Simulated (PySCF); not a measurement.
Can point charges reproduce the dipole moment of `CCn1nncc1C=O`?

Coordinates (GFN2-xTB, Å) and charges (e) from the PBE0/pcSseg-1 density (PySCF):

```tsv
atom	x	y	z	Mulliken	IAO	Hirshfeld	ESP-fitted
C1	2.083	0.185	0.142	-0.2882	-0.4236	-0.1167	-0.1963
C2	1.039	0.000	-0.955	+0.0105	-0.1577	-0.0088	+0.0411
N3	-0.161	-0.582	-0.419	-0.4972	+0.0636	+0.0644	+0.4540
N4	-0.376	-1.875	-0.475	+0.0056	-0.0874	-0.0536	-0.2712
N5	-1.492	-2.154	0.105	-0.2424	-0.1893	-0.1410	-0.3020
C6	-2.039	-1.025	0.558	+0.0474	-0.0817	-0.0182	+0.1419
C7	-1.190	0.033	0.234	+0.1259	-0.0505	+0.0031	-0.2518
C8	-1.323	1.452	0.474	+0.3540	+0.2354	+0.1183	+0.3348
O9	-0.513	2.298	0.182	-0.3741	-0.4045	-0.2122	-0.4120
H10	2.299	-0.767	0.621	+0.1264	+0.1515	+0.0439	+0.0678
H11	3.000	0.577	-0.289	+0.1269	+0.1541	+0.0539	+0.0763
H12	1.724	0.890	0.888	+0.1330	+0.1542	+0.0388	+0.0715
H13	0.790	0.966	-1.399	+0.1516	+0.1732	+0.0500	+0.0618
H14	1.405	-0.685	-1.723	+0.1417	+0.1694	+0.0570	+0.0188
H15	-2.976	-1.014	1.075	+0.0957	+0.1788	+0.0705	+0.1111
H16	-2.278	1.709	0.969	+0.0832	+0.1146	+0.0510	+0.0542
```

Task: Form Σ q r in debye for every column and set it beside the full dipole.

Result: The full density gives (0.10, 1.60, 0.38) D, 1.65 D in size; dipole vectors point from the negative to the positive end.

```json
{"scheme": "Mulliken", "μx": "0.35", "μy": "2.63", "μz": "0.83", "size (D)": "2.78", "share of the full size (%)": "168", "angle to the full dipole (°)": "6"}
{"scheme": "IAO", "μx": "0.19", "μy": "0.61", "μz": "0.11", "size (D)": "0.64", "share of the full size (%)": "39", "angle to the full dipole (°)": "14"}
{"scheme": "Hirshfeld", "μx": "0.37", "μy": "0.50", "μz": "-0.06", "size (D)": "0.63", "share of the full size (%)": "38", "angle to the full dipole (°)": "38"}
{"scheme": "ESP-fitted", "μx": "0.10", "μy": "1.57", "μz": "0.39", "size (D)": "1.62", "share of the full size (%)": "98", "angle to the full dipole (°)": "1"}
```

Task: Which set comes closest?

Result: Length of the difference vector: ESP-fitted 0.04 D, IAO 1.04 D, Mulliken 1.15 D, Hirshfeld 1.21 D. Closest: ESP-fitted. ESP charges are fitted to the potential around the molecule, whose slowest-falling term is the dipole's. The schemes that divide the density aren't constrained to reproduce the dipole.

Task: What is left for the Hirshfeld atoms' own dipoles?

Result: The Hirshfeld atoms' densities add up to the full density, so μ = Σ q r + Σ (atomic dipoles). The atomic dipoles sum to (0.10, 1.60, 0.38) − (0.37, 0.50, -0.06) = (-0.27, 1.10, 0.44) D, 1.21 D in size.

Task: With the origin at the mean of the coordinates, (0.000, 0.001, -0.001) Å, which are the largest single terms, by size, of the Hirshfeld dipole along the direction of the full one?

Result: O9 -2.29, N5 +1.46, C8 +0.82, N4 +0.50, H16 +0.43 D; all 16 atoms together +0.50 D. The single terms depend on the origin, their sum doesn't.

Task: Give the size of the full dipole in other units.

Result: 1.65 D = 0.648 au = 0.343 e·Å = 5.50 × 10⁻³⁰ C·m.

The structure is a single GFN2-xTB conformer in the gas phase; no vibrational or solvent corrections.

Shape of the structure used: `[CH3:1][CH2:2][n:3]1[n:4][n:5][cH:6][c:7]1[CH:8]=[O:9]`: C1–C2–N3–N4 -96°, C6–C7–C8–O9 178°.
